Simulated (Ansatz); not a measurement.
```yaml
crystal:
  periodic: [false, false, false]
  atoms:
    - {symbol: C, position_ang: [-1.268445, 0.499101, 1.407024]}
    - {symbol: N, position_ang: [-0.223251, 0.333639, 0.414409]}
    - {symbol: P, position_ang: [1.274436, -0.159323, 1.122121]}
    - {symbol: C, position_ang: [-0.588782, -0.530543, -0.710178]}
    - {symbol: Al, position_ang: [0.943799, -0.417257, -1.964822]}
    - {symbol: H, position_ang: [-0.941807, 1.183999, 2.195350]}
    - {symbol: H, position_ang: [-1.576824, -0.449405, 1.875084]}
    - {symbol: H, position_ang: [-2.143790, 0.941733, 0.925446]}
    - {symbol: H, position_ang: [1.790043, 1.128881, 1.462533]}
    - {symbol: H, position_ang: [2.035621, -0.173330, -0.110480]}
    - {symbol: H, position_ang: [-0.844489, -1.556372, -0.392192]}
    - {symbol: H, position_ang: [-1.494431, -0.118270, -1.172921]}
    - {symbol: H, position_ang: [1.336879, 1.010952, -2.536746]}
    - {symbol: H, position_ang: [1.688142, -1.723104, -2.485830]}
basis:
  gaussian: {orbitals: def2-SVP, final_grid: {core_spheres: 8, valence_spheres: 7, degree: 23}}
hamiltonian: {xc: {name: r2SCAN50}}
accuracy: high
smearing: {width: 0.1}
```

```sh
$ ansatz run in.yaml --threads 4 --pin off --events-out ev --progress --plain --max-ram 10444MiB
```

(1) How does Ansatz answer? (An estimate is asked.)

## Answers

(1) The calculation gave: The input was rejected before any iteration.
```
Error: YAML parse error: error: line 22 column 1: unknown field `smearing`, expected one of crystal, accuracy, basis, kpoints, hamiltonian, magnetization, projection, total_charge, correlation, batch, efield, external_charges, scf, relax, neb, saddle, md, ramp, phonons, dielectric, real_time, elastic, magnetic_configurations, gw, evaluate, workflow, output, checkpoint, execution
20 | hamiltonian: {xc: {name: r2SCAN50}}
21 | accuracy: high
22 | smearing: {width: 0.1}
```
